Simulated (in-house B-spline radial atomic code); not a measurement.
TDHF excitations of K XVIII (K17+)

Method: TDHF. Computed with a B-spline radial code for spherical atoms: linear response of the closed shell 1s2 with bare exchange (time-dependent Hartree-Fock); non-relativistic, point nucleus, no spin-orbit coupling, no double excitations, S, P, D and F terms only.

Command:
```bash
python run_td.py task.json out
```
Settings (radii: box in bohr, nucleus in fm):
```
Z                        19
electrons                2
configuration            1s2
hamiltonian              nr
method                   hf
box_radius               6.43
intervals                48
```

Run time, properties included: 0.1 s on 1 thread of Arm Neoverse N1 (shared host).

The lowest states, in the order of their Tamm-Dancoff energies; the method's threshold (minus the highest occupied level) is 4593.05 eV. Labels give the largest channel, * marks a mixed state, and oscillator strengths are full-response dipole values. Energies in eV:

```tsv
state	full response	Tamm-Dancoff	oscillator strength
1s → 2s 3S	3460.49	3460.55	-
1s → 2p 3P	?	?	-
1s → 2s 1S	3482.12	3482.19	-
1s → 2p 1P	3495.58	3495.62	0.775
1s → 3s 3S	4094.78	4094.79	-
1s → 3p 3P	4100.02	4100.03	-
1s → 3s 1S	4100.43	4100.45	-
1s → 3d 3D	4103.10	4103.10	-
1s → 3d 1D	4103.32	4103.32	-
1s → 3p 1P	4104.33	4104.34	0.154
1s → 4s 3S	4314.04	4314.05	-
1s → 4p 3P	4316.20	4316.20	-
1s → 4s 1S	4316.33	4316.33	-
1s → 4d 3D	4317.46	4317.46	-
1s → 4f 3F	4317.54	4317.54	-
1s → 4f 1F	4317.54	4317.54	-
1s → 4d 1D	4317.57	4317.57	-
1s → 4p 1P	4317.96	4317.96	0.0572
1s → 5s 3S	4414.95	4414.95	-
1s → 5p 3P	?	?	-
1s → 5s 1S	4416.10	4416.10	-
1s → 5d 3D	4416.68	4416.68	-
```

**Question.** Where does 1s → 2p 3P lie?

**Answer.** At 3479.50 eV in full response, 3479.54 eV in Tamm-Dancoff.

**Question.** Where does 1s → 5p 3P lie?

**Answer.** At 4416.04 eV in full response, 4416.05 eV in Tamm-Dancoff.

**Question.** How large is the singlet-triplet splitting of 1s → 2s (S terms) in Tamm-Dancoff?

**Answer.** 21.6 eV, from the unrounded values.

**Question.** What polarisabilities and dispersion coefficient does the method give?

**Answer.** Dipole 7.457e-05 bohr³, quadrupole 7.367e-07 bohr⁵, C6 6.173e-07 hartree·bohr⁶ for two such species.
